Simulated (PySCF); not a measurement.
Excitations are Tamm–Dancoff values on a coarser integration grid. The basis has no diffuse functions, so Rydberg states are missing or too high.

Cartesian coordinates (Å):
```xyz
6

O     -0.0047     1.3167    -0.1495
C     -0.0004     0.1219    -0.0138
O      1.0900    -0.6484     0.0827
O     -1.0853    -0.6581     0.0657
H      1.8537    -0.0578     0.0219
H     -1.8532    -0.0744    -0.0070
```
Charge 0, spin multiplicity 1.

Problem. What is the computed dipole moment, S1 oscillator strength, LUMO, S1–T1 gap (TDA) and T1 excitation (TDA) (PBE-D3(BJ)/def2-TZVP // B3LYP-D3(BJ)/def2-TZVP (PySCF 2.14.0))?

Solution. 
The dipole moment is 0.24 D, the S1 oscillator strength comes out as 0.040 and the LUMO is -0.31 eV. The S1–T1 gap (TDA) is 0.35 eV. The T1 excitation (TDA) is 6.40 eV.
